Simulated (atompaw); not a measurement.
# Reading a pseudo-wave (carbon (C))

Columns: radius, all-electron u(r) and pseudo u(r) of the 2p shell (level -5.42 eV) of carbon in the configuration [He] 2s2 2p2; LDA (PW92), scalar-relativistic, PAW (atompaw) scheme, atompaw 4.2.0.5.

```csv
r (bohr),all-electron,pseudo
0.073,0.0274,0.0058
0.146,0.0897,0.0230
0.219,0.1671,0.0510
0.292,0.2484,0.0886
0.365,0.3272,0.1344
0.438,0.3998,0.1867
0.512,0.4654,0.2444
0.585,0.5216,0.3038
0.658,0.5693,0.3637
0.731,0.6088,0.4222
0.804,0.6406,0.4773
0.877,0.6653,0.5276
0.950,0.6836,0.5719
1.023,0.6961,0.6092
1.096,0.7036,0.6390
1.169,0.7067,0.6612
1.242,0.7060,0.6760
1.315,0.7020,0.6839
1.388,0.6954,0.6856
1.462,0.6863,0.6819
1.535,0.6754,0.6740
1.608,0.6629,0.6629
1.681,0.6493,0.6496
1.754,0.6346,0.6348
1.827,0.6191,0.6192
1.900,0.6031,0.6031
```

How many radial nodes do the two functions have?

The all-electron 2p function has n − l − 1 = 0; the pseudo-wave has 0.

Is the pseudo-wave norm-conserving?

No, it belongs to a PAW set: the norm inside the radius is not constrained, and the difference is carried by the augmentation charge.
